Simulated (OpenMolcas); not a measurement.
**How basis sets differ on AsF3 (arsenic trifluoride)**

AsF3: 4 atoms, total charge 0, spin state singlet. As SMILES, `F[As](F)F`. The coordinates come from a PBE0-D4/def2-TZVP relaxation.

```xyz
4

F    -0.4459    0.3956    1.3626
As   -0.4620   -0.4572   -0.1256
F     1.2040   -0.8659   -0.1127
F    -0.2962    0.9276   -1.1243
```

Quantity: the energy change with the As2–F4 bond stretched from 1.715 to 1.887 Å, in eV. The values are calculated.

| level | kind | program | value (eV) | CPU time (all runs) |
| --- | --- | --- | --- | --- |
| HF/pcseg-0 (restricted) | Hartree–Fock | OpenMolcas | 0.34 | 4.1 s |
| HF/pcseg-1 (restricted) | Hartree–Fock | OpenMolcas | 0.30 | 6.7 s |
| HF/aug-pcseg-1 (restricted) | Hartree–Fock | OpenMolcas | 0.33 | 20 s |
| HF/pcseg-2 (restricted) | Hartree–Fock | OpenMolcas | 0.52 | 45 s |
| HF/aug-pcseg-2 (RICD fitting) (restricted) | Hartree–Fock | OpenMolcas | 0.51 | 63 s |

All-electron rows without a relativistic Hamiltonian named are non-relativistic. The first shape isn't each level's own minimum. The values span 0.30 to 0.52 eV. Times are those of the runs behind each value, whatever else they computed, on shared processors of several kinds: orders of magnitude only.
